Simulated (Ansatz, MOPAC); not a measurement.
Molecule: C₂H₇GeO₂, charge 1, multiplicity 1. SMILES: [OH+](C(C)=O)[GeH3]

Atoms: C1, C2, O3, O4, Ge5, H6, H7, H8, H9, H10, H11, H12. Bonds: C1-C2, C1-H6, C1-H7, C1-H8, C2-O3, C2-O4, O4-Ge5, O4-H9, Ge5-H10, Ge5-H11, Ge5-H12.

Bond lengths (Å) and angles (degrees) optimised at PM3 with MOPAC; PM6 with MOPAC; HF/3-21G with Ansatz (an electronic-structure program); HF/6-31G* with LANL2DZ past Ar with Ansatz; PBE/6-31G* with LANL2DZ past Ar with Ansatz; B3LYP/6-31G* with LANL2DZ past Ar with Ansatz, each started from the B3LYP-D3(BJ)/def2-TZVP structure (Ansatz) of the last column. A row stands for all coordinates that are equal there; 11 of 23 kinds are shown. 6-31G* holds six Cartesian d functions. No wavenumbers were computed at PBE/6-31G* with LANL2DZ past Ar, so these may be saddle points.

```
coordinate    PM3    PM6  HF/3-21G  HF/6-31G* with LANL2DZ past Ar  PBE/6-31G* with LANL2DZ past Ar  B3LYP/6-31G* with LANL2DZ past Ar  B3LYP-D3(BJ)/def2-TZVP
----------  -----  -----  --------  ------------------------------  -------------------------------  ---------------------------------  ----------------------
C1-C2       1.480  1.456     1.486                           1.493                            1.488                              1.490                   1.482
C1-H6       1.101  1.111     1.084                           1.084                            1.104                              1.096                   1.092
C1-H8       1.101  1.119     1.080                           1.079                            1.099                              1.091                   1.087
C2-O3       1.204  1.178     1.174                           1.162                            1.192                              1.181                   1.172
C2-O4       1.423  1.522     1.492                           1.435                            1.498                              1.491                   1.488
O4-Ge5      1.886  1.985     1.898                           2.006                            2.017                              2.004                   1.995
O4-H9       0.955  0.986     0.972                           0.958                            0.987                              0.978                   0.971
Ge5-H10     1.515  1.510     1.520                           1.513                            1.544                              1.528                   1.524
C1-C2-O3    138.5  140.6     135.5                           132.0                            133.8                              133.5                   133.5
C1-C2-O4    120.8  110.4     111.6                           113.8                            113.0                              112.9                   112.7
O3-C2-O4    100.7  108.9     112.9                           114.3                            113.2                              113.6                   113.8
```

Mean signed difference of all 11 bond lengths from B3LYP-D3(BJ)/def2-TZVP: PM3 -0.013 Å, PM6 0.005 Å, HF/3-21G -0.012 Å, HF/6-31G* with LANL2DZ past Ar -0.010 Å, PBE/6-31G* with LANL2DZ past Ar 0.016 Å, B3LYP/6-31G* with LANL2DZ past Ar 0.006 Å.
